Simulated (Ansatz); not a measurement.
A nudged elastic band was laid between two geometries of C2H11AlOSi2 (17 atoms, charge 0, multiplicity 1).

These are results of Ansatz 0.2.0, RKS B3LYP-D4/STO-3G, not measurements.

```json
{
 "movable images": "5",
 "climbing image": "yes",
 "spring": "5.0 eV/Å²",
 "optimiser": "quadratic models (default)",
 "start path": "through a guess of the saddle point",
 "force threshold": "0.03 eV/Å",
 "iteration limit": "60",
 "end points": "relaxed"
}
```

Image 0:

```xyz
17
Properties=species:S:1:pos:R:3
C 1.060 -1.547 0.508
Si 1.583 -0.579 -1.017
C 0.350 0.784 -1.382
Al -0.009 1.917 0.115
O -1.246 1.564 1.186
Si -2.290 0.246 1.132
H 1.778 -2.342 0.742
H 0.080 -2.021 0.366
H 0.987 -0.903 1.394
H 1.714 -1.501 -2.126
H 2.887 -0.007 -0.763
H -0.574 0.319 -1.749
H 0.744 1.383 -2.213
H 0.786 3.141 0.439
H -1.914 -0.730 2.135
H -3.631 0.706 1.427
H -2.324 -0.431 -0.153
```

Image 6:

```xyz
17
Properties=species:S:1:pos:R:3
C 1.020 -1.594 0.457
Si 1.548 -0.608 -1.054
C 0.349 0.796 -1.372
Al 0.054 1.913 0.150
O -1.178 1.585 1.235
Si -2.263 0.302 1.177
H 0.981 -0.968 1.359
H 1.717 -2.415 0.662
H 0.024 -2.034 0.321
H 1.639 -1.508 -2.184
H 2.871 -0.077 -0.806
H -0.595 0.364 -1.728
H 0.744 1.397 -2.201
H 0.895 3.104 0.481
H -1.894 -0.710 2.147
H -3.581 0.795 1.518
H -2.352 -0.342 -0.122
```

Question: What changes between the two ends?

Answer: No bond is made or broken. The dihedral H9–C1–Si2–C3 goes from -59 to 61°. The two ends are copies of one structure, up to a mirror image or an exchange of like atoms.

Question: What energy profile does the band end with?

Answer: The forces met the threshold. The highest image is number 3 of 0 to 6, 1.3 kcal/mol above the ends, which have the same energy within 2 meV. A vibrational analysis at the climbing image gives one clearly imaginary mode, 153i cm⁻¹, and a faint second one (30i cm⁻¹) that may be numerical noise or a soft torsion: probably a first-order saddle point. Limits of this set-up: minimal basis.

```json
{"image": "0", "path coordinate (Å)": "0.00", "energy (kcal/mol)": "0.0", "dihedral H9–C1–Si2–C3 (°)": "-59"}
{"image": "1", "path coordinate (Å)": "0.77", "energy (kcal/mol)": "0.1", "dihedral H9–C1–Si2–C3 (°)": "-51"}
{"image": "2", "path coordinate (Å)": "1.53", "energy (kcal/mol)": "0.8", "dihedral H9–C1–Si2–C3 (°)": "-27"}
{"image": "3", "path coordinate (Å)": "2.30", "energy (kcal/mol)": "1.3", "dihedral H9–C1–Si2–C3 (°)": "0"}
{"image": "4", "path coordinate (Å)": "3.05", "energy (kcal/mol)": "0.8", "dihedral H9–C1–Si2–C3 (°)": "26"}
{"image": "5", "path coordinate (Å)": "3.80", "energy (kcal/mol)": "0.1", "dihedral H9–C1–Si2–C3 (°)": "51"}
{"image": "6", "path coordinate (Å)": "4.55", "energy (kcal/mol)": "0.0", "dihedral H9–C1–Si2–C3 (°)": "61"}
```

Question: What is the geometry of the highest image?

Answer: 
```xyz
17
Properties=species:S:1:pos:R:3
C 1.199 -1.624 0.477
Si 1.588 -0.609 -1.066
C 0.300 0.727 -1.326
Al 0.039 1.858 0.193
O -1.246 1.612 1.240
Si -2.406 0.398 1.126
H 2.014 -1.574 1.210
H 1.044 -2.681 0.234
H 0.288 -1.274 0.979
H 1.668 -1.498 -2.205
H 2.889 0.001 -0.900
H -0.641 0.245 -1.623
H 0.617 1.334 -2.185
H 0.946 2.991 0.548
H -1.978 -0.792 1.836
H -3.626 0.877 1.741
H -2.713 0.007 -0.238
```

The run took 8.4 min on 1 thread of Arm Neoverse V2, with other jobs on the host, peak memory 0.15 GiB.
